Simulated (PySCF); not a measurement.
Compound: Hf(NH2)4 (singlet state).
Bonds: Hf1–N2, Hf1–N5, Hf1–N8, Hf1–N11. Hydrogens: H3, H4 on N2; H6, H7 on N5; H9, H10 on N8; H12, H13 on N11.

Method: PBE0-D3(BJ)/def2-SVP geometry optimisation, gas phase, def2 core potentials past Kr (PySCF); density fitting, grid level 1; the optimiser is geomeTRIC in internal coordinates, started from a GFN2-xTB structure with every atom displaced at random (about 0.03 Å).

Step 4: E = -7389.2288 eV
```
atom  x, y, z in Å  |  force x, y, z in eV/Å
Hf1     0.0044    0.0114    0.0016   -0.219   0.247  -0.113
N2     -0.0526   -0.0825    2.0423   -0.179   0.084   0.408
H3     -0.7333   -0.6107    2.5870   -0.057  -0.067  -0.130
H4      0.4073    0.5296    2.7133    0.166   0.006  -0.112
N5      1.9303    0.0339   -0.6723    0.199   0.197   0.028
H6      2.6868   -0.5944   -0.4217    0.023  -0.162  -0.024
H7      2.3476    0.8151   -1.1730   -0.001   0.057  -0.057
N8     -0.8852    1.7149   -0.7631    0.060   0.040  -0.336
H9     -0.5238    2.2574   -1.5537    0.045  -0.189   0.189
H10    -1.8381    2.0453   -0.6278    0.003  -0.041   0.181
N11    -0.9841   -1.6771   -0.5966   -0.021  -0.420  -0.089
H12    -1.2419   -2.4433    0.0233    0.020   0.066   0.143
H13    -1.0868   -2.0517   -1.5371   -0.040   0.181  -0.088
```

Step 5: E = -7389.2741 eV
```
atom  x, y, z in Å  |  force x, y, z in eV/Å
Hf1    -0.0085    0.0227    0.0011    0.074  -0.175   0.078
N2     -0.0982   -0.0626    2.0447   -0.106   0.047   0.294
H3     -0.7535   -0.6285    2.5831   -0.058   0.025  -0.109
H4      0.4292    0.4823    2.7246    0.087  -0.021  -0.111
N5      1.9368    0.0811   -0.6293    0.196   0.171  -0.082
H6      2.6823   -0.5913   -0.4712   -0.058  -0.125   0.010
H7      2.3399    0.8331   -1.1867   -0.051   0.045   0.042
N8     -0.8949    1.6837   -0.8065   -0.224   0.202  -0.112
H9     -0.4944    2.2389   -1.5584    0.126  -0.029  -0.119
H10    -1.8065    2.0965   -0.6187    0.035  -0.071   0.140
N11    -0.9406   -1.7078   -0.5838   -0.073  -0.241  -0.102
H12    -1.2337   -2.4510    0.0477    0.079   0.028   0.089
H13    -1.1270   -2.0494   -1.5245   -0.028   0.146  -0.019
```

Step 6: E = -7389.3074 eV
```
atom  x, y, z in Å  |  force x, y, z in eV/Å
Hf1    -0.0090    0.0160    0.0062    0.056  -0.082   0.036
N2     -0.1385   -0.0458    2.0575   -0.012   0.009  -0.069
H3     -0.8022   -0.6169    2.5787   -0.043   0.096  -0.029
H4      0.4538    0.4334    2.7328    0.013  -0.053  -0.044
N5      1.9536    0.1213   -0.6007    0.017   0.062  -0.083
H6      2.6779   -0.5906   -0.5314   -0.094  -0.059   0.014
H7      2.3374    0.8693   -1.1788   -0.055   0.031   0.124
N8     -0.9041    1.6654   -0.8434   -0.122  -0.141   0.229
H9     -0.4740    2.2089   -1.5822    0.111   0.068  -0.267
H10    -1.7699    2.1406   -0.5960    0.054  -0.054   0.067
N11    -0.9091   -1.7437   -0.5767    0.012   0.091  -0.013
H12    -1.2001   -2.4758    0.0684    0.098  -0.032  -0.001
H13    -1.1851   -2.0341   -1.5123   -0.036   0.062   0.036
```

Step 7: E = -7389.3446 eV
```
atom  x, y, z in Å  |  force x, y, z in eV/Å
Hf1    -0.0064    0.0059    0.0112    0.219  -0.150   0.082
N2     -0.1805   -0.0203    2.0595    0.059  -0.030  -0.282
H3     -0.8839   -0.5602    2.5588   -0.035   0.120   0.082
H4      0.4829    0.3632    2.7271   -0.029  -0.042   0.084
N5      1.9662    0.1632   -0.5728   -0.112  -0.096  -0.081
H6      2.6518   -0.5897   -0.6167   -0.068   0.022   0.006
H7      2.3326    0.9323   -1.1336    0.000   0.027   0.163
N8     -0.9030    1.6230   -0.8660   -0.082  -0.084   0.240
H9     -0.4580    2.1301   -1.6222   -0.006   0.096  -0.270
H10    -1.7007    2.1642   -0.5444   -0.001   0.046  -0.021
N11    -0.8753   -1.7681   -0.5746    0.022   0.247   0.042
H12    -1.1235   -2.5063    0.0803    0.084  -0.100  -0.086
H13    -1.2717   -1.9894   -1.4844   -0.052  -0.055   0.041
```

Problem. Estimate the geometry and energy of step 8. (The exact step hangs on the optimiser's Hessian estimate; all steps are aligned on step 7, rigid shifts and turns removed.)

Solution. E = -7389.3917 eV, largest force 0.502 eV/Å
```
atom  x, y, z in Å  |  force x, y, z in eV/Å
Hf1     0.0075   -0.0127    0.0175    0.127   0.000   0.004
N2     -0.2077    0.0125    2.0626    0.159  -0.054  -0.473
H3     -0.9943   -0.4211    2.5386    0.019   0.096   0.177
H4      0.5175    0.2704    2.7252   -0.113  -0.020   0.185
N5      1.9844    0.1828   -0.5518   -0.309  -0.291  -0.012
H6      2.6103   -0.6028   -0.7308    0.026   0.164  -0.020
H7      2.3587    1.0105   -1.0125    0.093  -0.034   0.135
N8     -0.9067    1.5861   -0.8730    0.127  -0.196   0.229
H9     -0.5017    2.0128   -1.7029   -0.199   0.094  -0.080
H10    -1.6128    2.1933   -0.4681   -0.011   0.130  -0.153
N11    -0.8506   -1.7875   -0.5907    0.120   0.415   0.138
H12    -0.9812   -2.5698    0.0467   -0.001  -0.121  -0.180
H13    -1.3928   -1.9266   -1.4388   -0.040  -0.182   0.050
```

The energy changes by -0.0472 eV. The first-order estimate −F·Δx gives -0.0758 eV and the mean of the old and new forces, exact on a quadratic surface, -0.0407 eV. The step makes an angle of 75° with the force vector and moves no atom by more than 0.179 Å.

The cost below is that of the whole optimisation. On one thread of an Arm Neoverse V2, no GPU, shared host with 96 logical CPUs at a one-minute load of 19, this took 2.2 min wall and 0.47 GiB of memory at its peak.
